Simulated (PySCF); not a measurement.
A PySCF script (with the pyscf-properties extension) for the NMR shieldings of `C[C@H]([SiH2]S)C(=O)O`, C$_{3}$H$_{8}$O$_{2}$SSi, on a GFN2-xTB geometry:

```python
import basis_set_exchange as bse
import numpy as np
from pyscf import gto, dft
from pyscf.prop import nmr

atoms = """
C    -1.293591   -0.800982   -0.922705
C    -0.121864    0.098684   -0.561691
Si    1.358438   -0.918184    0.136487
S     2.989241    0.402929    0.507970
C    -0.439645    1.127073    0.461189
O     0.247281    2.101948    0.678091
O    -1.523925    0.856311    1.196667
H    -1.644652   -1.347159   -0.051544
H    -2.124295   -0.215218   -1.312061
H    -0.991668   -1.518010   -1.681976
H     0.239118    0.624992   -1.449493
H     1.771989   -1.859059   -0.894463
H     0.937167   -1.582965    1.367302
H     2.241847    1.493388    0.635448
H    -1.649855    1.544240    1.868866
"""
names = dict.fromkeys(["C", "Si", "S", "O", "H"], "pcSseg-1")
basis = {el: gto.basis.parse(bse.get_basis(n, elements=[el], fmt="nwchem")) for el, n in names.items()}
mol = gto.M(atom=atoms, basis=basis, charge=0, verbose=0)
mf = dft.RKS(mol, xc="PBE0")
mf.grids.level = 2
mf.grids.alignment = dft.numint.BLKSIZE   # the property module wants whole blocks of grid points
mf.conv_tol = 1e-9
mf.kernel()

calc = nmr.RKS(mf)   # GIAO
C = mf.mo_coeff
Co = C[:, mf.mo_occ > 0]
resp = mf.gen_response(singlet=True, hermi=2)
def vind(x):   # induced exchange potential for any number of trial vectors
    d = np.einsum("pi,xij,qj->xpq", C, 2 * x.reshape(-1, C.shape[1], Co.shape[1]), Co, optimize=True)
    return np.einsum("xpq,pi,qj->xij", resp(d - d.transpose(0, 2, 1)), C, Co, optimize=True).ravel()
mo1, _ = nmr.rhf.solve_mo1(calc, with_cphf=vind)
sigma = calc.kernel(mo1)
for i, s in enumerate(sigma):   # ppm
    w = np.linalg.eigvalsh((s + s.T) / 2)
    print("%2d %-2s iso %8.1f  s11 %8.1f  s22 %8.1f  s33 %8.1f" % (i, mol.atom_pure_symbol(i), w.mean(), *w))
```

Problem. What does it print?

Solution. 
```
 0 C  iso    174.2  s11    162.7  s22    173.2  s33    186.7
 1 C  iso    155.9  s11    146.8  s22    152.1  s33    168.8
 2 Si iso    369.1  s11    331.6  s22    363.3  s33    412.3
 3 S  iso    795.7  s11    706.3  s22    756.0  s33    924.7
 4 C  iso      5.9  s11    -91.8  s22     31.2  s33     78.3
 5 O  iso    -94.5  s11   -346.8  s22   -189.5  s33    252.8
 6 O  iso    124.5  s11    -26.0  s22    156.8  s33    242.7
 7 H  iso     30.2  s11     26.6  s22     28.4  s33     35.7
 8 H  iso     30.0  s11     25.4  s22     27.4  s33     37.3
 9 H  iso     30.7  s11     25.6  s22     28.8  s33     37.7
10 H  iso     29.6  s11     25.1  s22     29.7  s33     34.0
11 H  iso     27.0  s11     22.9  s22     25.7  s33     32.5
12 H  iso     26.9  s11     22.8  s22     25.7  s33     32.3
13 H  iso     29.2  s11     18.3  s22     26.6  s33     42.8
14 H  iso     25.6  s11     19.8  s22     22.7  s33     34.1
```

These numbers come from an equivalent density-fitted implementation of the same equations, which agrees with the script to about 0.01 ppm for H and up to a few tenths of a ppm for heavy atoms, so last digits may differ.

Problem. Turn these shieldings into chemical shifts. References, each an isolated molecule treated in the same way: TMS for 13C (σref 186.93) and 29Si (σref 349.16) and 1H (σref 31.72); 33S (σref 503.73) vs CS2; 17O (σref 336.08) against H2O.

Solution. Averaging equivalent atoms: C 4: 181.0; C 1: 31.0; C 0: 12.7; Si 2: -19.9; S 3: -292; O 5: 430.6; O 6: 211.6; H 14: 6.16; H 12: 4.78; H 11: 4.70; H 13: 2.50; H 10: 2.13; H 7/8/9: 1.40 ppm. Unscaled 17O shifts of doubly bonded oxygen tend to come out too high, by tens of ppm or more. Experimental scales use liquid or dissolved standards, which lie at an offset from isolated H2O (liquid H2O: subtract about 36 ppm).

Size and cost of the density-fitted run: 173 basis functions, 52 s wall time on 1 thread of an Arm Neoverse N1, shared host.
